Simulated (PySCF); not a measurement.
# `FC(F)C[C@H]1C[C@@H]1Cl`, C$_{5}$H$_{7}$ClF$_{2}$

Cartesian coordinates in Å; atom numbers follow the order of the lines, from 1:
```xyz
15

F    -2.2676   -0.5921    1.3232
C    -1.9766    0.0406    0.1614
F    -3.0643   -0.1111   -0.6334
C    -0.7447   -0.5691   -0.4934
C     0.4911   -0.2978    0.3323
C     1.8524   -0.3306   -0.3026
C     1.2575    0.9731    0.1255
Cl    1.9221    1.8045    1.5240
H    -1.8685    1.1133    0.3836
H    -0.6466   -0.1421   -1.4924
H    -0.9079   -1.6457   -0.5872
H     0.4212   -0.6605    1.3503
H     2.6704   -0.7312    0.2747
H     1.9257   -0.5221   -1.3625
H     0.9314    1.6789   -0.6255
```

Level of theory: TDDFT B3LYP/def2-SVPD circular dichroism and optical rotation, one conformer, gas phase in PySCF 2.14.0. Geometry: GFN2-xTB.

The molecule is flexible and this is one conformer; a measurement averages over conformers. States above about 7.8 eV (minus the energy of the highest occupied orbital) lie near or above the ionisation threshold and depend on the basis.

Problem. What are the CIP labels of the stereocentres?

Solution. C5 S, C7 S.

Problem. List the lowest 12 singlet excitations with oscillator and rotatory strengths.

Solution. Rotatory strengths R in 10⁻⁴⁰ esu² cm², velocity form and length form (origin at the centre of mass); f in length form.
| state | E (eV) | λ (nm) | f | R (velocity) | R (length) | main |
| --- | --- | --- | --- | --- | --- | --- |
| 1 | 6.72 | 185 | 0.002 | +0.5 | +0.3 | HOMO→LUMO 0.92 |
| 2 | 7.16 | 173 | 0.005 | +1.1 | +1.5 | HOMO−1→LUMO 0.91 |
| 3 | 7.27 | 170 | 0.006 | -9.4 | -8.5 | HOMO→LUMO+1 0.92 |
| 4 | 7.68 | 161 | 0.032 | -12.5 | -12.2 | HOMO→LUMO+2 0.82, HOMO−1→LUMO+1 0.09 |
| 5 | 7.70 | 161 | 0.006 | -13.4 | -13.3 | HOMO−1→LUMO+1 0.83, HOMO→LUMO+2 0.09 |
| 6 | 7.82 | 159 | 0.013 | +20.0 | +18.9 | HOMO→LUMO+3 0.85 |
| 7 | 8.07 | 154 | 0.010 | -22.2 | -21.1 | HOMO−1→LUMO+2 0.76, HOMO→LUMO+4 0.12 |
| 8 | 8.09 | 153 | 0.037 | +18.5 | +18.5 | HOMO→LUMO+4 0.76, HOMO−1→LUMO+2 0.14 |
| 9 | 8.23 | 151 | 0.021 | +20.6 | +19.5 | HOMO−1→LUMO+3 0.79 |
| 10 | 8.38 | 148 | 0.027 | +14.2 | +13.6 | HOMO−2→LUMO 0.69, HOMO−1→LUMO+4 0.17 |
| 11 | 8.48 | 146 | 0.014 | -10.9 | -12.1 | HOMO→LUMO+5 0.86 |
| 12 | 8.51 | 146 | 0.008 | -12.5 | -12.3 | HOMO−1→LUMO+4 0.64 |

Among the states computed, the strongest CD band (largest |R|) is state 7. The largest dissymmetry factor in size, g = 4R/(D+G), with D and G the electric and magnetic dipole strengths, is -0.027 for state 7 (velocity form, f = 0.010), among bands with |R| over 0.5. The mirror image has the same energies and oscillator strengths and all R with the opposite sign.
